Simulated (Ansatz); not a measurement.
## Worked example: SiH4 + SnH(CH3)2(SiH3) → SiH3(SiH3) + SnH2(CH3)2

Species: SiH4 (silane) `[SiH4]`, singlet; SnH(CH3)2(SiH3), singlet; SiH3(SiH3), singlet; SnH2(CH3)2, singlet. The partners trade H for SiH3: Si–H and Sn–SiH3 bonds give way to Si–SiH3 and Sn–H.

Shapes, held fixed at every level: PBE0-D4/def2-TZVP. Programs: Ansatz 0.2.0. Electronic energies: no zero-point or thermal term.

At CCSD(T)/def2-TZVPP; 1 Eh = 2625.50 kJ/mol:

| species | energy (Eh) |
| --- | --- |
| SiH4 | -291.435642 |
| SnH(CH3)2(SiH3) | -584.785167 |
| SiH3(SiH3) | -581.690342 |
| SnH2(CH3)2 | -294.520822 |

Q: Work out ΔE of the reaction at this level.

A: 
1. Products less reactants: (-581.690342) + (-294.520822) − [(-291.435642) + (-584.785167)] = 0.009645 Eh = +25.3 kJ/mol.

Other levels give +22.2 (wB97X-V/def2-TZVPP) to +26.4 kJ/mol (B3LYP-D4/def2-TZVPP). No measured value is set beside it here. For atoms past krypton def2 sets carry core potentials with scalar relativity. Outer-core shells of Sn are correlated, in sets that cover them unevenly.
